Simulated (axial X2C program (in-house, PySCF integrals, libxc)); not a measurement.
**CaFe along the bond: PBEsol, with spin–orbit coupling**

All values were computed with an in-house relativistic program for diatomic molecules. Two-component (2c) means X2C with spin–orbit coupling and atomic mean-field two-electron Coulomb and Gaunt terms. Basis: Fe dyall-cv3z [9s10p6d3f2g], Ca dyall-cv3z [11s12p6d4f] (cores contracted in-house); Gaussian nuclei, density fitting, unrestricted open shells. Masses: Fe 55.935 u, Ca 39.963 u.

State: Ω = 2 (⟨Sz⟩ = 2.00, ⟨Lz⟩ = 0.00 at PBEsol). Dipoles are positive if Ca is the positive end.

Results along the bond:

```
R (Å)  μ (D)  HOMO (eV)  LUMO (eV)
2.495  0.670      -3.17      -3.10
2.578  0.789      -3.22      -2.96
2.660  0.916      -3.26      -2.84
2.742  1.049      -3.31      -2.74
2.838  1.207      -3.22      -2.64
2.934  1.365      -3.10      -2.56
3.057  1.564      -2.96      -2.54
```

The state is a single determinant with fixed occupations, the lowest that a limited PBE0 search found. Density functionals use the spin component along the axis (collinear). Other states lie close and PBE0, whose exact exchange favours high spin, may order them wrongly; the determinant shown need not be the ground state. The nearest other 2c determinant of the search, Ω = 1, lies 0.20 eV up at the distance of the search. With several unpaired electrons one determinant need not be a pure state. Open-shell Ω = 0 determinants with evenly filled partner blocks cannot be reached by this program, so the Ω shown need not be the lowest component. The determinant is spin-polarised beyond a pure state at some levels (its spin-free form has ⟨S²⟩ too high), which makes Re and μ there less reliable.
